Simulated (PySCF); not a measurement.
SMILES [GeH3][CH2]C[SiH2]F (C₂H₉FGeSi) (B3LYP/def2-SVP optimised geometry):

```
14

Si     0.675    -0.643     3.653
F      1.215    -2.186     3.699
C     -1.065    -0.647     2.945
C     -1.262    -1.333     1.578
Ge    -0.524    -0.386     0.000
H      1.639     0.137     2.829
H      0.658    -0.122     5.047
H     -1.699    -1.141     3.705
H     -1.413     0.404     2.917
H     -0.830    -2.347     1.589
H     -2.338    -1.461     1.371
H      1.019    -0.386     0.000
H     -1.019    -1.081    -1.287
H     -1.014     1.081     0.000
```

Method: B3LYP/def2-TZVP (PySCF).

### Question
What are the frontier orbital energies and the dipole moment?

### Answer
HOMO-2 -9.12 eV, HOMO-1 -8.67 eV, HOMO -8.17 eV, LUMO -0.06 eV, LUMO+1 0.31 eV; dipole moment 1.68 D.

On the same geometry PBE/def2-TZVP (PySCF) gives HOMO-2 -7.94 eV, HOMO-1 -7.58 eV, HOMO -7.12 eV, LUMO -0.69 eV, LUMO+1 -0.23 eV; dipole moment 1.64 D.

Meta-Löwdin charges at B3LYP/def2-TZVP: Si1 0.96, F2 -0.52, C3 -0.45, C4 -0.37, Ge5 0.35, H6 -0.12, H7 -0.12, H8 0.12, H9 0.12, H10 0.12, H11 0.11, H12 -0.07, H13 -0.06, H14 -0.07.
